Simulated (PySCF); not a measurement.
Input of a run (PBE0-D3(BJ)/def2-SVP geometry optimisation, gas phase (PySCF 2.14.0)), started from GFN2-xTB:
```
{"job": {"xc": "PBE0", "basis": "def2-SVP", "d3": "d3bj", "grid": 1, "maxiter": 30, "shake": 0.01, "kind": "geom"}, "charge": 0, "multiplicity": 1}
C      2.231690     0.188470     0.289680
S      0.831600    -0.716140     1.033490
Si    -0.694440    -0.372850    -0.457280
N     -2.079980    -0.905190     0.297040
Se    -0.972400     1.845510    -0.982670
H      2.578040    -0.317820    -0.585070
H      2.999290     0.285450     1.037530
H      1.888490     1.213330    -0.000250
H     -0.241940    -0.949470    -1.697120
H     -2.103150    -1.741810     0.876160
H     -3.002730    -0.798670    -0.164060
H     -1.394770     2.240900     0.343510
```

Output (energies in Eh, forces in Eh/bohr):
```
step   0  E = -3185.15840579  max force = 0.050389
step   1  E = -3185.16420837  max force = 0.006520
step   2  E = -3185.16474902  max force = 0.002612
step   3  E = -3185.16504865  max force = 0.002255
step   4  E = -3185.16524647  max force = 0.002888
step   5  E = -3185.16537873  max force = 0.002482
step   6  E = -3185.16548096  max force = 0.001198
step   7  E = -3185.16555832  max force = 0.000992
step   8  E = -3185.16559516  max force = 0.000937
step   9  E = -3185.16561990  max force = 0.000869
step  10  E = -3185.16562821  max force = 0.000436
optimisation converged
```

Task: Summarise the run.

Result: The energy falls by 0.197 eV over 11 energy and gradient evaluations, the largest force component goes from 0.0504 to 4.4e-04 Eh/bohr, and the atoms move by 0.217 Å rms after alignment. The bond that changes most is Si3–H9 (SiH silicon to Si–H hydrogen), which lengthens by 0.058 Å. Bonds longer at the end by more than 0.005 Å: 5 of 11; shorter: 4. Among the angles that change most is H10–N4–H11, from 108.5° to 113.2°. Among the dihedrals that turn most is Se5–Si3–N4–H11, from 55° to 33°. The energy never rose by more than 1e-6 Eh on the way. The first step brought 80 % of the lowering.

Task: What are the final bond lengths?

Result: C1–S2 1.821 Å, S2–Si3 2.133 Å, Si3–N4 1.713 Å, Si3–Se5 2.283 Å, C1–H6 1.099 Å, C1–H7 1.098 Å, C1–H8 1.100 Å, Si3–H9 1.498 Å, N4–H10 1.013 Å, N4–H11 1.013 Å, Se5–H12 1.471 Å. Numbering counts from 1 in the input's order; the species is `CS[Si@@H](N)[SeH]`.

The run used 131 basis functions and 75 SCF cycles in all.

No frequency check. One conformer, not necessarily the lowest.
